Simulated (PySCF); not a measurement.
Al(F)(OMe)(SiH3) (CH6AlFOSi), SMILES C[O][Al]([F])[SiH3]. Atoms are numbered in the order given.

```xyz
11

Al    -0.3252     0.0707    -0.0258
F     -1.9528     0.3281    -0.3056
O      0.4916    -1.0678    -0.9660
C      0.2996    -1.9768    -2.0121
H      0.5572    -3.0000    -1.6850
H     -0.7435    -1.9895    -2.3785
H      0.9559    -1.7266    -2.8648
Si     0.8554     1.3184     1.6883
H      0.9981     2.7509     1.2844
H      2.2201     0.7565     1.9116
H      0.1089     1.2830     2.9822
```

Geometry: B3LYP-D3(BJ)/def2-SVP. The structure was generated by enumeration; whether it is a known compound was not checked. Other conformers were not sampled.

Level of theory: ωB97X/def2-TZVP (PySCF).

Isolated molecule, no solvent.

| Quantity | Result |
|---|---|
| total energy | -748.87303 hartree |
| highest occupied level | -10.68 eV |
| lowest empty level | 0.84 eV |
| orbital gap | 11.52 eV |
| dipole moment | 1.16 D |
| quadrupole, principal values (traceless, Buckingham form, about the centre of nuclear charge) | -9.30, 4.09, 5.21 D·Å |
| mean static polarisability | 69.3 bohr³ (10.26 Å³) |
| polarisability, principal values | 59.5, 63.4, 84.8 bohr³ |
